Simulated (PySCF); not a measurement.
# One molecule, a ladder of functionals, a line

Molecule: `C#[N+][BH2-]F`, CH3BFN.

Bonds (- single, = double, # triple, : aromatic): C1#N2 1.146 Å, N2-B3 1.614 Å, B3-F4 1.378 Å. C1 carries H5; B3 carries H6, H7. Formal charges: N2 +1, B3 -1.

GIAO shieldings (ppm, equivalent atoms averaged) in PySCF on the PBE0-D3(BJ)/def2-SVP geometry, basis pcSseg-2, gas phase, non-relativistic:

| functional | exact exchange (%) | σ(C1) | σ(N2) | σ(B3) | σ(F4) |
| --- | --- | --- | --- | --- | --- |
| BLYP | 0 | 65.2 | 1.5 | 98.1 | 407.7 |
| BP86 | 0 | 67.0 | 6.2 | 100.6 | 412.2 |
| PBE | 0 | 66.7 | 5.0 | 100.1 | 410.3 |
| B3LYP | 20 | 67.6 | 6.7 | 102.2 | 415.4 |
| mPW1PW91 | 25 | 69.5 | 10.9 | 104.9 | 419.0 |
| BHandHLYP | 50 | 70.2 | 13.3 | 107.8 | 423.1 |
| HF | 100 | 74.6 | 25.3 | 117.3 | 432.5 |

(1) Fit each shielding as a line in the percentage of exact exchange.

(2) What does the line predict for PBE0 (25 %), and what does the run give?

Answers

(1) σ(C1) = 66.4 + 0.08 x (rms 0.7 ppm); σ(N2) = 4.1 + 0.21 x (rms 1.6 ppm); σ(B3) = 99.5 + 0.18 x (rms 0.9 ppm); σ(F4) = 410.8 + 0.23 x (rms 1.7 ppm). The functionals also differ in their semilocal parts, which the line can't hold; Hartree–Fock has no correlation at all.

(2) σ(C1): 68.4 predicted, 69.9 computed; σ(N2): 9.3 predicted, 11.5 computed; σ(B3): 104.0 predicted, 105.0 computed; σ(F4): 416.6 predicted, 419.0 computed ppm.
